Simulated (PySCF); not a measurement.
C4H9LiO (SMILES [Li][O]C(C)(C)C), singlet, at a GFN2-xTB geometry (such geometries of metal compounds can be far from the true shape); X3LYP/STO-3G run with PySCF.

PySCF was given this input:
```python
from pyscf import gto, scf, dft

mol = gto.Mole()
mol.atom = '''
    Li    0.95282533    1.83910014    1.90101642
    O     0.43255239    0.83489297    0.86300098
    C    -0.03502592   -0.06760544   -0.06988148
    C     1.00996337   -1.17350099   -0.30087268
    C    -1.34138713   -0.70998579    0.42925014
    C    -0.30790875    0.64947623   -1.40393297
    H     0.65889409   -1.89504914   -1.03388174
    H     1.20824296   -1.68396616    0.63909625
    H     1.93671757   -0.72571334   -0.65307142
    H    -1.15549998   -1.21800808    1.37306708
    H    -1.72553327   -1.42501360   -0.29348815
    H    -2.08443706    0.06696570    0.59554582
    H     0.61189980    1.10687161   -1.76194522
    H    -1.04551189    1.43359257   -1.24729881
    H    -0.67751677   -0.04642778   -2.15245897
'''
mol.basis = 'sto-3g'
mol.verbose = 4
mol.build()

mf = dft.RKS(mol)
mf.xc = 'x3lyp'
mf.kernel()
mf.analyze()
```

It wrote (shortened):

```
PySCF version 2.14.0

[INPUT] verbose = 4
[INPUT] num. atoms = 15
[INPUT] num. electrons = 44
[INPUT] charge = 0
[INPUT] spin (= nelec alpha-beta = 2S) = 0
[INPUT] symmetry False subgroup None
[INPUT] Mole.unit = angstrom
[INPUT] Symbol           X                Y                Z      unit          X                Y                Z       unit  Magmom
[INPUT]  1 Li     0.952825330000   1.839100140000   1.901016420000 AA    1.800578918248   3.475395580249   3.592400392101 Bohr   0.0
[INPUT]  2 O      0.432552390000   0.834892970000   0.863000980000 AA    0.817405551626   1.577719056625   1.630835497431 Bohr   0.0
[INPUT]  3 C     -0.035025920000  -0.067605440000  -0.069881480000 AA   -0.066189396061  -0.127755766131  -0.132056858379 Bohr   0.0
[INPUT]  4 C      1.009963370000  -1.173500990000  -0.300872680000 AA    1.908554165143  -2.217595478006  -0.568566963564 Bohr   0.0
[INPUT]  5 C     -1.341387130000  -0.709985790000   0.429250140000 AA   -2.534854302716  -1.341678695433   0.811165203531 Bohr   0.0
[INPUT]  6 C     -0.307908750000   0.649476230000  -1.403932970000 AA   -0.581863208857   1.227332199115  -2.653048810547 Bohr   0.0
[INPUT]  7 H      0.658894090000  -1.895049140000  -1.033881740000 AA    1.245129375195  -3.581123867193  -1.953753333789 Bohr   0.0
[INPUT]  8 H      1.208242960000  -1.683966160000   0.639096250000 AA    2.283248286334  -3.182234845436   1.207716879737 Bohr   0.0
[INPUT]  9 H      1.936717570000  -0.725713340000  -0.653071420000 AA    3.659865787933  -1.371399457543  -1.234126123581 Bohr   0.0
[INPUT] 10 H     -1.155499980000  -1.218008080000   1.373067080000 AA   -2.183578499140  -2.301701688707   2.594720731856 Bohr   0.0
[INPUT] 11 H     -1.725533270000  -1.425013600000  -0.293488150000 AA   -3.260785299125  -2.692885427781  -0.554612224305 Bohr   0.0
[INPUT] 12 H     -2.084437060000   0.066965700000   0.595545820000 AA   -3.939015167294   0.126546832740   1.125418494430 Bohr   0.0
[INPUT] 13 H      0.611899800000   1.106871610000  -1.761945220000 AA    1.156323037676   2.091684197956  -3.329593912287 Bohr   0.0
[INPUT] 14 H     -1.045511890000   1.433592570000  -1.247298810000 AA   -1.975731132076   2.709097331511  -2.357053146396 Bohr   0.0
[INPUT] 15 H     -0.677516770000  -0.046427780000  -2.152458970000 AA   -1.280321140100  -0.087735788772  -4.067557947663 Bohr   0.0

nuclear repulsion = 212.293498161025
number of shells = 27
number of NR pGTOs = 117
number of NR cGTOs = 39
basis = sto-3g
ecp = {}

******** <class 'pyscf.dft.rks.RKS'> ********
method = RKS
initial guess = minao
damping factor = 0
level_shift factor = 0
DIIS = <class 'pyscf.scf.diis.CDIIS'>
diis_start_cycle = 1
diis_space = 8
diis_damp = 0
SCF conv_tol = 1e-09
SCF conv_tol_grad = None
SCF max_cycles = 50
direct_scf = True
direct_scf_tol = 1e-13
XC library pyscf.dft.libxc version 7.1.2
    S. Lehtola, C. Steigemann, M. J. T. Oliveira, and M. A. L. Marques,  SoftwareX 7, 1–5 (2018)
XC functionals = x3lyp
    X. Xu and W. A. Goddard,  Proc. Natl. Acad. Sci. U. S. A. 101, 2673 (2004)
radial grids:
    Treutler-Ahlrichs [JCP 102, 346 (1995); DOI:10.1063/1.469408] (M4) radial grids

becke partition: Becke, JCP 88, 2547 (1988); DOI:10.1063/1.454033
pruning grids: <function nwchem_prune>
grids dens level: 3
symmetrized grids: False
atomic radii adjust function: <function treutler_atomic_radii_adjust>
small_rho_cutoff = 0
Set gradient conv threshold to 3.16228e-05
Initial guess from minao.
tot grids = 172552
init E= -237.77609671327
  HOMO = -0.323875143174726  LUMO = -0.085306263341866  gap/eV = 6.49179
cycle= 1 E= -237.292215373262  delta_E= 0.484  |g|= 0.701  |ddm|=  4.5

WARN: HOMO 0.0462799772566509 == LUMO 0.046281984571847

cycle= 2 E= -234.10924282383  delta_E= 3.18  |g|= 2.68  |ddm|= 3.99
  HOMO = -0.153008724995006  LUMO = 0.0261290806678942  gap/eV = 4.87459
cycle= 3 E= -237.48240707919  delta_E= -3.37  |g|= 0.207  |ddm|= 3.61
  HOMO = -0.137475954784974  LUMO = 0.00457477162448416  gap/eV = 3.86540
cycle= 4 E= -237.496759167499  delta_E= -0.0144  |g|= 0.0853  |ddm|= 0.397
  HOMO = -0.150309356964544  LUMO = -0.00202689490610442  gap/eV = 4.03497
cycle= 5 E= -237.498834740858  delta_E= -0.00208  |g|= 0.0234  |ddm|= 0.107
  HOMO = -0.151516495088464  LUMO = 0.000129690516131764  gap/eV = 4.12650
cycle= 6 E= -237.498997071421  delta_E= -0.000162  |g|= 0.00936  |ddm|= 0.0194
  HOMO = -0.15237641890268  LUMO = 0.000263296965333448  gap/eV = 4.15354
cycle= 7 E= -237.499021768681  delta_E= -2.47e-05  |g|= 0.00363  |ddm|= 0.00719
  HOMO = -0.152951710663504  LUMO = 0.000354141581375478  gap/eV = 4.17166
cycle= 8 E= -237.49902645864  delta_E= -4.69e-06  |g|= 0.00031  |ddm|= 0.00439
  HOMO = -0.152993079995622  LUMO = 0.000373024667401523  gap/eV = 4.17330
cycle= 9 E= -237.49902649163  delta_E= -3.3e-08  |g|= 3.96e-05  |ddm|= 0.000449
  HOMO = -0.152986989652689  LUMO = 0.000373082654288148  gap/eV = 4.17314
cycle= 10 E= -237.499026492149  delta_E= -5.19e-10  |g|= 2.1e-06  |ddm|= 4.68e-05
  HOMO = -0.15298599151693  LUMO = 0.000372889028116163  gap/eV = 4.17311
Extra cycle  E= -237.499026492143  delta_E= 6.03e-12  |g|= 4.57e-06  |ddm|= 8.29e-06
converged SCF energy = -237.499026492143
**** SCF Summaries ****
Total Energy =                        -237.499026492142974
Nuclear Repulsion Energy =             212.293498161024814
One-electron Energy =                 -743.863840635247243
Two-electron Energy =                  294.071315982079454
Two-electron Coulomb Energy =          329.567904627289067
DFT Exchange-Correlation Energy =      -35.496588645209599
HOMO-LUMO gap [eV] =                     4.173107698106313
**** MO energy ****
MO #1   energy= -18.9110565207857  occ= 2
MO #2   energy= -10.0845102446009  occ= 2
MO #3   energy= -10.012607107224   occ= 2
MO #4   energy= -10.0126047836489  occ= 2
MO #5   energy= -10.0124684673776  occ= 2
MO #6   energy= -1.8614312520929   occ= 2
MO #7   energy= -0.916482825021944 occ= 2
MO #8   energy= -0.728303248010231 occ= 2
MO #9   energy= -0.651421089680116 occ= 2
MO #10  energy= -0.65141797784962  occ= 2
MO #11  energy= -0.491645789970746 occ= 2
MO #12  energy= -0.40956270173965  occ= 2
MO #13  energy= -0.404989683853227 occ= 2
MO #14  energy= -0.404987935837867 occ= 2
MO #15  energy= -0.357419924054376 occ= 2
MO #16  energy= -0.357417708418352 occ= 2
MO #17  energy= -0.328528286737819 occ= 2
MO #18  energy= -0.307494356830667 occ= 2
MO #19  energy= -0.297080060998779 occ= 2
MO #20  energy= -0.297078624215006 occ= 2
MO #21  energy= -0.152993028546122 occ= 2
MO #22  energy= -0.15298599151693  occ= 2
MO #23  energy= 0.000372889028116163 occ= 0
MO #24  energy= 0.123069950007689  occ= 0
MO #25  energy= 0.123070914352254  occ= 0
MO #26  energy= 0.263736559850207  occ= 0
MO #27  energy= 0.387538073099012  occ= 0
MO #28  energy= 0.397103604322455  occ= 0
MO #29  energy= 0.397104835391178  occ= 0
MO #30  energy= 0.448268642173607  occ= 0
 ** Mulliken pop on meta-lowdin orthogonal AOs  **
 ** Mulliken pop  **
pop of  0 Li 1s           1.99820
pop of  0 Li 2s           0.14259
pop of  0 Li 2px          0.21982
pop of  0 Li 2py          0.15849
pop of  0 Li 2pz          0.15276
pop of  1 O 1s            1.99984
pop of  1 O 2s            1.73873
pop of  1 O 2px           1.67298
pop of  1 O 2py           1.52830
pop of  1 O 2pz           1.51475
pop of  2 C 1s            1.99963
pop of  2 C 2s            1.03938
pop of  2 C 2px           0.97012
pop of  2 C 2py           0.92048
pop of  2 C 2pz           0.91584
pop of  3 C 1s            1.99958
pop of  3 C 2s            1.03185
pop of  3 C 2px           1.03447
pop of  3 C 2py           1.02897
pop of  3 C 2pz           1.05482
pop of  4 C 1s            1.99958
pop of  4 C 2s            1.03185
pop of  4 C 2px           1.02082
pop of  4 C 2py           1.04706
pop of  4 C 2pz           1.05037
pop of  5 C 1s            1.99958
pop of  5 C 2s            1.03185
pop of  5 C 2px           1.05728
pop of  5 C 2py           1.04468
pop of  5 C 2pz           1.01628
pop of  6 H 1s            0.95380
pop of  7 H 1s            0.95294
pop of  8 H 1s            0.95294
pop of  9 H 1s            0.95294
pop of  10 H 1s           0.95380
pop of  11 H 1s           0.95294
pop of  12 H 1s           0.95294
pop of  13 H 1s           0.95294
pop of  14 H 1s           0.95380
 ** Mulliken atomic charges  **
charge of    0Li =      0.32814
charge of    1O =     -0.45459
charge of    2C =      0.15454
charge of    3C =     -0.14968
charge of    4C =     -0.14968
charge of    5C =     -0.14968
charge of    6H =      0.04620
charge of    7H =      0.04706
charge of    8H =      0.04706
charge of    9H =      0.04706
charge of   10H =      0.04620
charge of   11H =      0.04706
charge of   12H =      0.04706
charge of   13H =      0.04706
charge of   14H =      0.04620
Dipole moment(X, Y, Z, Debye):  0.35853,  0.69205,  0.71535
```
